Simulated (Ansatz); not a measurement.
Mulliken charges of CH$_{6}$AlFSi, SMILES `C[SiH2][AlH][F]` from PBE/def2-TZVPP in Ansatz (PBE0-D4/def2-TZVP geometry).

```tsv
atom	x (Å)	y (Å)	z (Å)	charge (e)
C1	0.209	1.522	-0.550	-0.363
Si2	-0.487	0.186	0.578	0.036
Al3	0.320	-2.062	0.018	0.534
F4	-0.271	-3.324	0.910	-0.315
H5	-0.171	2.505	-0.263	0.112
H6	-0.070	1.341	-1.590	0.108
H7	1.300	1.551	-0.495	0.109
H8	-1.979	0.198	0.510	-0.051
H9	-0.129	0.490	1.996	-0.052
H10	1.361	-2.458	-1.111	-0.118
```

Question: By hand: the dipole of these point charges (1 e Å = 4.8032 D).

Answer: Σ q r = (0.225, 0.249, -0.310) e Å, of length 0.457 e Å = 2.20 D.

Question: How does the dipole of the full density compare? (Best estimate.)

Answer: The calculation gave: (0.124, 0.387, -0.219) e Å, 2.22 D; the point charges give 0.99 times that, at 24° from its direction.

Point charges leave out the atoms' own dipoles, such as those of lone pairs, and Mulliken's split depends on the basis, so the two needn't agree.
